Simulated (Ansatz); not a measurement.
A nudged elastic band was laid between two geometries of CH3ClMgO + H2 (9 atoms, charge 0, multiplicity 1).

These are results of RHF/def2-SVPD in Ansatz, not measurements.

```yaml
movable_images: 5
climbing_image: yes
spring: 2.0 to 10.0 eV/Å², energy-weighted
optimiser: quadratic models (default)
start_path: through a guess of the saddle point
force_threshold: 0.05 eV/Å
iteration_limit: 60
end_points: relaxed
```

Initial state:

```xyz
9
Properties=species:S:1:pos:R:3
Mg -1.016 0.306 1.077
O -0.157 0.206 -0.458
C 0.393 0.203 -1.712
Cl -2.338 0.610 2.842
H 0.905 -0.979 1.918
H 0.545 -0.948 2.577
H 0.880 -0.753 -1.934
H 1.150 0.987 -1.822
H -0.362 0.370 -2.488
```

Final state:

```xyz
9
Properties=species:S:1:pos:R:3
Mg -0.630 -0.123 1.761
O 0.534 -0.266 0.071
C 0.287 0.152 -1.268
Cl -2.499 0.937 1.012
H 1.394 -0.640 0.176
H 0.271 -0.835 3.035
H 0.373 -0.697 -1.942
H 0.993 0.929 -1.551
H -0.723 0.543 -1.294
```

Task: What changes between the two ends?

Result: Bonds broken: H5–H6. Bonds formed: Mg1–H6, O2–H5. CH3ClMgO + H2 becomes CH5ClMgO.

Task: Give the energies along the band, and the barrier.

Result: The forces met the threshold. The highest image is number 3 of 0 to 6, 0.98 eV above the first end and 1.12 eV above the last; the last end lies 0.15 eV below the first. Another band between the same ends (5 images) ends at a top of the same energy, where a vibrational analysis finds 1 clearly imaginary mode. The orbitals stay closed-shell, which can raise the energy where a bond breaks towards radicals; this wasn't checked here.

```tsv
image	path coordinate (Å)	energy (eV)	H5–H6 (Å)	Mg1–H6 (Å)	O2–H5 (Å)
0	0.00	0.00	0.75	2.50	2.86
1	1.12	0.14	0.76	2.40	2.09
2	1.66	0.56	0.80	2.08	1.61
3	2.01	0.98	1.03	1.92	1.24
4	2.42	0.42	1.53	1.80	0.98
5	3.20	0.07	2.15	1.73	0.95
6	4.83	-0.15	3.08	1.71	0.94
```

Task: What is the geometry of the highest image?

Result: 
```xyz
9
Properties=species:S:1:pos:R:3
Mg -0.921 0.110 1.519
O 0.063 -0.049 -0.081
C 0.453 0.080 -1.411
Cl -2.756 0.765 2.599
H 0.719 -0.521 0.854
H 0.775 -0.736 1.855
H 0.725 -0.890 -1.830
H 1.309 0.750 -1.502
H -0.366 0.491 -2.003
```

The run took 98 s on 2 threads of Arm Neoverse V2 (shared host), peak memory 0.28 GiB.
